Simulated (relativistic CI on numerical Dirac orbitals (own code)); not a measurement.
Ru3+: M2,3 absorption edge

Computed with this model: Dirac-Coulomb-Breit CI, orbitals from a KLI potential per configuration, model QED, valence Slater integrals scaled by 0.8, multiplet model of core-to-valence dipole absorption; configurations [Kr] 4d5 → [Ne] 3s2 3p5 3d10 4s2 4p6 4d6; 300 K; Lorentzian 2 eV and Gaussian 0.4 eV FWHM. Energies are those of the free ion, without screening or charge transfer. The branching ratio is the share of the lower-energy edge in the whole absorption, uncertain by about 0.02 where the edges overlap. S is read from ⟨S²⟩ = S(S + 1).

Field parameters in Wybourne normalisation: Oh B⁴₀ = 21Dq, B⁴₄ = √(5/14) B⁴₀. The field is a parameter set, without covalency.

free ion: ground-state S = 2.49, centroid 472.76 eV, branching ratio 0.762. Peaks (eV, height): 467.2 (100), 490.2 (32).

Oh, 10Dq = 13500 cm⁻¹: ground-state S = 2.48, centroid 472.52 eV, branching ratio 0.773. Peaks (eV, height): 466.8 (100), 489.5 (29).

Oh, 10Dq = 21000 cm⁻¹: ground-state S = 0.59, centroid 470.55 eV, branching ratio 0.841. Peaks (eV, height): 467.0 (100), 489.8 (23).

Oh, 10Dq = 28550 cm⁻¹: ground-state S = 0.52, centroid 471.44 eV, branching ratio 0.818. Peaks (eV, height): 465.0 (51), 467.8 (100), 490.2 (30).

Oh, 10Dq = 36050 cm⁻¹: ground-state S = 0.51, centroid 472.03 eV, branching ratio 0.807. Peaks (eV, height): 464.5 (47), 468.2 (100), 490.8 (32).

Oh, 10Dq = 43600 cm⁻¹: ground-state S = 0.51, centroid 472.53 eV, branching ratio 0.801. Peaks (eV, height): 464.2 (46), 468.8 (100), 491.5 (34).

The statistical ratio of this edge is 2/3 = 0.667. Values above it arise where the holes sit mainly in the j = l + 1/2 valence subshell or the ground state has high spin; values below it where core-valence Coulomb terms move weight to the upper edge, as in nearly empty shells.

Strongest unbroadened transitions for Oh, 10Dq = 43600 cm⁻¹:

| Energy (eV) | Relative strength |
| --- | --- |
| 464.14 | 86.8 |
| 468.12 | 6.5 |
| 468.26 | 4.6 |
| 468.61 | 100.0 |
| 468.67 | 5.7 |
| 468.78 | 19.8 |
| 468.90 | 26.2 |
| 469.19 | 7.3 |
| 469.27 | 19.0 |
| 469.65 | 9.7 |
| 469.83 | 11.0 |
| 470.43 | 19.6 |
| 490.99 | 5.3 |
| 491.09 | 16.2 |
| 491.21 | 17.9 |
| 491.74 | 21.3 |
| 491.86 | 9.0 |
| 493.24 | 6.8 |
